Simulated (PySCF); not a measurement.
Compound: CH9NSi2.
Atom-mapped SMILES: `[CH3:1][NH:2][SiH2:3][SiH3:4]`

Structure used (PBE0-D3(BJ)/def2-SVP), in Å, numbered top down from 1:
```xyz
13
CH9NSi2 angstrom
C     -1.3459    1.0434   -0.1905
N     -1.1358   -0.3777   -0.0612
Si     0.2081   -1.1111    0.7527
Si     2.2243   -0.2618   -0.1037
H     -1.9242    1.2807   -1.0993
H     -1.8692    1.5069    0.6690
H     -0.3777    1.5607   -0.2905
H     -1.9871   -0.9253   -0.1220
H      0.1233   -2.5816    0.4911
H      0.2451   -0.9348    2.2492
H      3.3794   -0.9316    0.5733
H      2.3470    1.2125    0.1290
H      2.3188   -0.5107   -1.5761
```

A calculation gives these core lines: C 1s: 291.67 eV; N 1s: 404.43 eV; Si 1s: 1846.04 (area 1), 1846.35 (area 1) eV; Si 2p3/2: 106.33 (area 1), 106.54 (area 1) eV.

Method: delta-SCF UKS SCAN, pcX-2 on the ionised atom, pcseg-1 elsewhere, spin-free X2C (PySCF). One conformer (not necessarily the lowest) at the PBE0-D3(BJ)/def2-SVP geometry, without solvent, vibrations or thermal averaging.

Problem. Assign the Si 1s lines to atoms.

Solution. 1846.04 eV: Si4 (SiH3 silicon); 1846.35 eV: Si3 (SiH2 silicon). The listed Si 1s values span 0.31 eV, from Si4 (bonded to 3 H and Si) to Si3 (bonded to N, 2 H and Si). Summing the Pauling electronegativity differences to the bonded atoms, each weighted by its formal bond order, gives +0.90 for the lowest site and +1.74 for the highest.

Problem. Order the silicon atoms by Si 2p3/2 binding energy.

Solution. 106.33 eV: Si4 (SiH3 silicon); 106.54 eV: Si3 (SiH2 silicon). The 2 Si 2p3/2 values lie within 0.21 eV of each other.

Bonded neighbours of each site: C1: N and 3 H; N2: C, H and Si; Si3: N, 2 H and Si; Si4: 3 H and Si.

Problem. Which photon energy gives electrons from Si 1s of Si4 a kinetic energy of 100 eV, and what is their de Broglie wavelength?

Solution. hν = 1846.04 + 100 = 1946.04 eV, recoil neglected; λ = 12.264 Å/√(E/eV) = 1.23 Å.

2p3/2 and 2p1/2 are the ΔSCF energy of one spin-free 2p hole plus the eigenvalues of a spin–orbit and ligand-field matrix of the shell. 2p1/2 minus 2p3/2 (ligand field included): Si 0.62 eV.
